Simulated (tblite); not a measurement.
Species: C6H7BCl2Si.
Atom-mapped SMILES: `[CH2:1]=[C:2]1[CH:3]=[CH:4][CH:5]=[C:6]1[SiH2:7][B:8]([Cl:9])[Cl:10]` (hydrogens: H11, H12 on C1; H13 on C3; H14 on C4; H15 on C5; H16, H17 on Si7)

Computed with GFN2-xTB (tblite), gas phase: L-BFGS steps from a force-field or distance-geometry start until the largest atomic force falls under 0.01 eV/Å.

Step 8: E = -774.3230 eV
```
atom  x, y, z in Å  |  force x, y, z in eV/Å
C1     -1.4817    1.8519    0.4675   -0.031   0.087   0.018
C2     -1.3435    0.5573    0.1857   -0.047  -0.115  -0.005
C3     -2.3648   -0.4886    0.1782    0.064   0.000  -0.011
C4     -1.7727   -1.6495   -0.1625    0.039   0.095   0.010
C5     -0.3598   -1.4100   -0.3835   -0.019   0.001   0.024
C6     -0.0791   -0.1006   -0.1813    0.038  -0.011  -0.013
Si7     1.5803    0.7406   -0.3467    0.193  -0.098   0.060
B8      3.1065   -0.4369    0.1160    0.047  -0.100  -0.006
Cl9     3.5992   -0.7261    1.7351    0.001  -0.029   0.087
Cl10    4.0679   -1.1572   -1.1127    0.060  -0.080  -0.062
H11    -2.4215    2.3043    0.7380   -0.052  -0.094  -0.017
H12    -0.6251    2.5020    0.4316   -0.043   0.060   0.005
H13    -3.4001   -0.3284    0.4137    0.011   0.034  -0.003
H14    -2.2383   -2.6109   -0.2618   -0.057  -0.074  -0.001
H15     0.3484   -2.1724   -0.6629   -0.062   0.004   0.010
H16     1.6219    1.8990    0.5479   -0.048   0.188   0.075
H17     1.7554    1.2374   -1.7121   -0.095   0.131  -0.170
```

Step 9: E = -774.3286 eV
```
atom  x, y, z in Å  |  force x, y, z in eV/Å
C1     -1.4846    1.8525    0.4679   -0.004  -0.071  -0.022
C2     -1.3428    0.5560    0.1850   -0.006   0.071   0.036
C3     -2.3623   -0.4873    0.1788   -0.069   0.023   0.004
C4     -1.7747   -1.6479   -0.1629    0.068  -0.053  -0.002
C5     -0.3620   -1.4109   -0.3820    0.023   0.023   0.003
C6     -0.0781   -0.1018   -0.1811    0.091   0.025  -0.017
Si7     1.5810    0.7475   -0.3489    0.250  -0.146   0.088
B8      3.1186   -0.4332    0.1162   -0.023  -0.091  -0.028
Cl9     3.6024   -0.7354    1.7387   -0.016  -0.003   0.020
Cl10    4.0748   -1.1693   -1.1121    0.018  -0.032  -0.011
H11    -2.4260    2.2995    0.7374   -0.078  -0.076  -0.008
H12    -0.6309    2.5050    0.4320   -0.021   0.074   0.005
H13    -3.3973   -0.3248    0.4131   -0.006   0.036   0.003
H14    -2.2369   -2.6130   -0.2621   -0.053  -0.006   0.007
H15     0.3419   -2.1756   -0.6624   -0.027  -0.012   0.005
H16     1.6213    1.9068    0.5510   -0.052   0.129   0.025
H17     1.7487    1.2441   -1.7186   -0.095   0.110  -0.107
```

Step 10: E = -774.3330 eV
```
atom  x, y, z in Å  |  force x, y, z in eV/Å
C1     -1.4867    1.8515    0.4677   -0.003   0.029  -0.004
C2     -1.3422    0.5568    0.1852    0.055  -0.022   0.009
C3     -2.3617   -0.4860    0.1793   -0.022  -0.051  -0.026
C4     -1.7752   -1.6483   -0.1633    0.012   0.006   0.032
C5     -0.3633   -1.4101   -0.3804    0.068  -0.063  -0.035
C6     -0.0760   -0.1029   -0.1814    0.122   0.137   0.007
Si7     1.5864    0.7504   -0.3490    0.203  -0.100   0.062
B8      3.1277   -0.4344    0.1162   -0.057  -0.073  -0.035
Cl9     3.6042   -0.7418    1.7424   -0.023   0.006  -0.031
Cl10    4.0803   -1.1786   -1.1127   -0.005  -0.009   0.028
H11    -2.4309    2.2942    0.7368   -0.061  -0.074  -0.010
H12    -0.6355    2.5087    0.4323   -0.042   0.052   0.005
H13    -3.3951   -0.3217    0.4126   -0.058   0.040   0.014
H14    -2.2370   -2.6145   -0.2620   -0.044   0.026   0.009
H15     0.3368   -2.1781   -0.6621   -0.012  -0.001   0.009
H16     1.6195    1.9155    0.5539   -0.044   0.033  -0.042
H17     1.7417    1.2513   -1.7256   -0.090   0.064   0.008
```

Step 11: E = -774.3362 eV
```
atom  x, y, z in Å  |  force x, y, z in eV/Å
C1     -1.4883    1.8518    0.4676   -0.002  -0.025  -0.013
C2     -1.3409    0.5564    0.1854    0.083   0.035   0.008
C3     -2.3612   -0.4861    0.1791   -0.035  -0.008  -0.010
C4     -1.7753   -1.6481   -0.1629    0.025  -0.024   0.021
C5     -0.3629   -1.4100   -0.3798    0.059   0.010  -0.021
C6     -0.0726   -0.1017   -0.1815    0.095   0.067   0.011
Si7     1.5945    0.7503   -0.3478    0.099  -0.010   0.014
B8      3.1328   -0.4374    0.1158   -0.055  -0.061  -0.027
Cl9     3.6048   -0.7457    1.7444   -0.022   0.005  -0.051
Cl10    4.0838   -1.1848   -1.1128   -0.009  -0.006   0.039
H11    -2.4353    2.2890    0.7361   -0.053  -0.064  -0.010
H12    -0.6394    2.5123    0.4326   -0.048   0.044   0.006
H13    -3.3948   -0.3189    0.4125   -0.035   0.030   0.007
H14    -2.2381   -2.6150   -0.2618   -0.024   0.055   0.010
H15     0.3334   -2.1799   -0.6617    0.024  -0.021   0.000
H16     1.6174    1.9222    0.5551   -0.026  -0.047  -0.091
H17     1.7352    1.2575   -1.7303   -0.076   0.020   0.107
```

**Question.** Estimate the geometry and energy of step 12. (The exact step hangs on the optimiser's Hessian estimate; all steps are aligned on step 11, rigid shifts and turns removed.)

**Answer.** E = -774.3384 eV, largest force 0.157 eV/Å
```
atom  x, y, z in Å  |  force x, y, z in eV/Å
C1     -1.4893    1.8516    0.4673   -0.009  -0.005  -0.005
C2     -1.3387    0.5567    0.1858    0.072   0.005  -0.006
C3     -2.3615   -0.4862    0.1787    0.024   0.016  -0.005
C4     -1.7743   -1.6484   -0.1622    0.013   0.017   0.019
C5     -0.3615   -1.4089   -0.3797    0.049   0.017  -0.011
C6     -0.0689   -0.1002   -0.1814    0.052   0.017   0.019
Si7     1.6021    0.7493   -0.3465   -0.012   0.050  -0.022
B8      3.1344   -0.4410    0.1149   -0.037  -0.049  -0.015
Cl9     3.6044   -0.7475    1.7444   -0.019  -0.002  -0.043
Cl10    4.0854   -1.1882   -1.1122    0.000  -0.018   0.027
H11    -2.4389    2.2845    0.7355   -0.034  -0.062  -0.014
H12    -0.6425    2.5154    0.4329   -0.059   0.034   0.006
H13    -3.3954   -0.3166    0.4126   -0.005   0.019  -0.001
H14    -2.2395   -2.6144   -0.2615   -0.004   0.058   0.009
H15     0.3321   -2.1814   -0.6616    0.034  -0.013  -0.001
H16     1.6154    1.9256    0.5541   -0.009  -0.081  -0.102
H17     1.7298    1.2617   -1.7311   -0.058  -0.004   0.146
```

The energy changes by -0.0022 eV. The first-order estimate −F·Δx gives -0.0031 eV and the mean of the old and new forces, exact on a quadratic surface, -0.0022 eV. The step makes an angle of 51° with the force vector and moves no atom by more than 0.008 Å.

What follows is the cost of the whole relaxation. On one thread of an AMD EPYC, shared host with 64 logical CPUs at a one-minute load of 50, this took 6.7 s wall, 4.8 s CPU.
